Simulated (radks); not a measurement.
The numbers below are computed, except where a source is named.
Q: Excited configurations of Mo I: one electron is placed in a higher orbital outside [Kr] 4d5. The ground configuration is [Kr] 4d5 5s1. Code: a radial shooting solver on a logarithmic mesh with Libxc functionals. Model: scalar-relativistic Kohn-Sham, PBE, spin-polarised, spherical densities, point nucleus; open shells are filled with parallel spins first (spin-orbit coupling, left out, can overturn this in heavy ions). Excitation = E - E(ground); binding = E(ion) - E, where the ion is the core of charge +1; n* = 1/sqrt(2 binding) in atomic units, and the quantum defect is n - n*.

outer orbital  excitation (eV)  binding (eV)     n*  quantum defect  eigenvalue (eV)  <r> (bohr)
5p                       3.401         4.056  1.831           3.169           -1.978       4.849
6p                       5.645         1.813  2.740           3.260           -1.083       11.48
6d                       6.416         1.042  3.614           2.386           -0.604       19.24
7s                       6.125         1.333  3.195           3.805           -0.844       17.05
7p                       6.400         1.057  3.588           3.412           -0.676       20.65
7d                       6.752         0.706  4.391           2.609           -0.452       30.40

Estimate the row for 5f.

A: excitation (eV) 6.779; binding (eV) 0.679; n* 4.478; quantum defect 0.522; eigenvalue (eV) -0.405; <r> (bohr) 28.02. The Delta-SCF ionisation energy is 7.458 eV (NIST Atomic Spectra Database: 7.092 eV, measured). Self-interaction in the functional shifts the binding energies and quantum defects, so they are the method's values and not measured ones. Open shells are spherical and high-spin; term and fine-structure splittings are not resolved.
